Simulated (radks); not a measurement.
Task: The mean radii <r> (bohr) of the occupied orbitals of an atom or ion are listed with their occupations. Calculated with a radial shooting solver on a logarithmic mesh with Libxc functionals: scalar-relativistic Kohn-Sham, exchange-only LDA, spin-polarised, spherical densities, point nucleus.

| orbital | occ. | <r> |
|---|---|---|
| 1s up | 1 | 0.02668 |
| 1s down | 1 | 0.02668 |
| 2s up | 1 | 0.1146 |
| 2s down | 1 | 0.1146 |
| 2p up | 3 | 0.1002 |
| 2p down | 3 | 0.1002 |
| 3s up | 1 | 0.3038 |
| 3s down | 1 | 0.3036 |
| 3p up | 3 | 0.3009 |
| 3p down | 3 | 0.3005 |
| 3d up | 5 | 0.2756 |
| 3d down | 5 | 0.2752 |
| 4s up | 1 | 0.6464 |
| 4s down | 1 | 0.6460 |
| 4p up | 3 | 0.6660 |

Name the element and its charge. Open shells, if any, are filled with parallel spins first.

Result: Z = 54, xenon, charge +21: Xe21+ in [Ar] 3d10 4s2 4p3. The 1s radius gives Z: for a bare nucleus <r> = (2 gamma + 1)/(2Z) with gamma = sqrt(1 - (Z/c)^2), 0.02628 bohr for Z = 54, and screening makes it slightly larger (0.02668 here). The occupations add up to 33, and the charge is Z minus that.
